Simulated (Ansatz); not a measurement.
Job for Ansatz (a quantum-chemistry and plane-wave program): R-wB97X-V/def2-TZVPP on CH5BOS (SMILES CB(O)S), a point of a torsion scan.

Ansatz 0.2 input:
```yaml
crystal:
  periodic: [false, false, false]
  atoms:
    - {symbol: C, position_ang: [-0.83612189, -0.51498930, -0.10973128]}
    - {symbol: B, position_ang: [0.28999359, 0.59664942, 0.07913198]}
    - {symbol: O, position_ang: [0.48203494, 1.26255325, 1.22563284]}
    - {symbol: S, position_ang: [1.42092907, 1.05806684, -1.25788665]}
    - {symbol: H, position_ang: [-0.68824375, -1.33394989, 0.59391262]}
    - {symbol: H, position_ang: [-1.82314575, -0.10199336, 0.09710881]}
    - {symbol: H, position_ang: [-0.86738038, -0.94626536, -1.10672493]}
    - {symbol: H, position_ang: [-0.08619410, 1.06110209, 1.96826493]}
    - {symbol: H, position_ang: [0.94499916, 0.22860203, -2.17860162]}
basis:
  gaussian:
    orbitals: def2-TZVPP
hamiltonian:
  xc: {name: wB97X-V}
scf: {lower_state_search: off}
```

The head of its log:

```
WARN ansatz: RAYON_NUM_THREADS=1 ignored (pool sized by the plan → 1); use --threads N
Functional definition: wB97X-V
these checks for a lower state are left out or cut short: stability, starts, cluster_reference, orbital_swaps, neighbouring_geometries, increment
integrals: 0.15 GiB planned
1086 factors; their error is unknown
integrals: 0.18 GiB planned
261 factors; integrals over basis functions are off by at most 1.1e-5 eV
mean field: 1.23 GiB planned
mean field evaluation 1: about -14673.7801 eV, gradient 5.3e1 eV
mean field evaluation 2: about -14675.0263 eV, gradient 4.9e1 eV
```

Problem. Give the final energy of this run.

Solution. -539.4405 hartree.
